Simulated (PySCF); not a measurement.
SbCl3, SMILES [Cl][Sb]([Cl])[Cl].

Geometry: r2SCAN-D4/def2-SVP. The isomer is the one that the SMILES or the coordinates give; other isomers of the formula were not compared. The def2 effective core potentials stand for the cores of Sb; spin–orbit coupling is left out.

Computed with IEF-PCM-ωB97X/def2-SVP run with PySCF.

The values are the electrostatic part of the solvation free energy, E(continuum) − E(gas) at the gas-phase geometry, in a cavity of scaled van der Waals radii (PySCF's table); cavitation and dispersion terms are not included. A continuum can't describe solvent molecules that bind to the metal. In vacuum the orbital gap is 10.61 eV. The dipole moment in vacuum is 3.20 D.

```
solvent              ε  ΔG(elec) (kcal/mol)  dipole (D)  gap (eV)
---------------  -----  -------------------  ----------  --------
water            78.36                 -6.1        4.38     10.79
dichloromethane   8.93                 -5.0        4.17     10.76
ethylethanoate    5.99                  [?]         [?]       [?]
```

What belongs in the gaps? (The exact figures need the calculation; the answer reports its results.)


- ethylethanoate, ΔG(elec) (kcal/mol): -4.5
- ethylethanoate, dipole (D): 4.07
- ethylethanoate, gap (eV): 10.75
